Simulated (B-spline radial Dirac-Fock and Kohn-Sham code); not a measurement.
Z = 57 (lanthanum), transition energy 44.1 keV. Method: a Dirac-Hartree-Slater potential of the neutral atom with a Latter tail (no hole, which puts coefficients of high multipoles low close above an edge), finite nucleus with surface currents. Computed with a radial atomic solver. Subshells that would emit electrons below 1 keV are left out.

Question: A pure transition shows α(K) = 1960, L1/L2 = 5.62 and L1/L3 = 0.205. What is its multipolarity?
A. E1
B. E4
C. M3
D. M4
E. M1
F. E3
G. E2
H. M2

Answer: D. For comparison, α(K), L1/L2, L1/L3 are E1 1.79, 3.24, 2.23; E2 6.89, 0.0589, 0.0448; E3 12.2, 0.00580, 0.00466; E4 17.3, 0.0107, 0.00879; M1 10.0, 11.9, 54.7; M2 177, 9.96, 3.01; M3 805, 7.31, 0.502.
